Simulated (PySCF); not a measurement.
PySCF job for B₂H₄, SMILES BB, IEF-PCM-B3LYP/def2-TZVPD. Geometry optimised at B3LYP-D3(BJ)/def2-TZVP.

```python
import numpy as np
from pyscf import gto, scf, dft
from pyscf.solvent import pcm

mol = gto.M(
    atom='''
    B     0.00000000   -0.00000000    0.81330560
    B    -0.00000000    0.00000000   -0.81330560
    H    -0.71657440    0.71657440    1.44957897
    H     0.71657439   -0.71657439    1.44957898
    H    -0.71657439   -0.71657440   -1.44957898
    H     0.71657440    0.71657439   -1.44957898
    ''',
    basis='def2-TZVPD',
    charge=0,
    spin=0,
    max_memory=1600,
    verbose=3,
)
mf = dft.RKS(mol, xc='b3lyp').density_fit(auxbasis='def2-universal-jkfit')
mf.grids.level = 3
mf.conv_tol = 1e-9
mf.max_cycle = 100
mf.kernel()
res = {}
for name, eps in {'water': 78.355, 'chloroform': 4.7113, 'dichloromethane': 8.93}.items():
    s = mf.PCM()
    s.with_solvent.method, s.with_solvent.eps, s.with_solvent.lebedev_order = 'IEF-PCM', eps, 29
    s.kernel(mf.make_rdm1())
    res[name] = (s.e_tot, eps, s.dip_moment(), s.mo_energy, s.converged)
    print(f'{name}: electrostatic solvation free energy {(s.e_tot - mf.e_tot) * 627.509474:.3f} kcal/mol')
```

Output:

```
converged SCF energy = -52.0644217275424

WARN: PCM is an experimental feature. It is still in testing.
Features and APIs may be changed in the future.

converged SCF energy = -52.065046804529
Dipole moment(X, Y, Z, Debye): -0.00000,  0.00000,  0.00000
water: electrostatic solvation free energy -0.392 kcal/mol

WARN: PCM is an experimental feature. It is still in testing.
Features and APIs may be changed in the future.

converged SCF energy = -52.0648583939467
Dipole moment(X, Y, Z, Debye): -0.00000,  0.00000,  0.00000
chloroform: electrostatic solvation free energy -0.274 kcal/mol

WARN: PCM is an experimental feature. It is still in testing.
Features and APIs may be changed in the future.

converged SCF energy = -52.0649466981678
Dipole moment(X, Y, Z, Debye): -0.00000,  0.00000,  0.00000
dichloromethane: electrostatic solvation free energy -0.329 kcal/mol
```

The run converged.
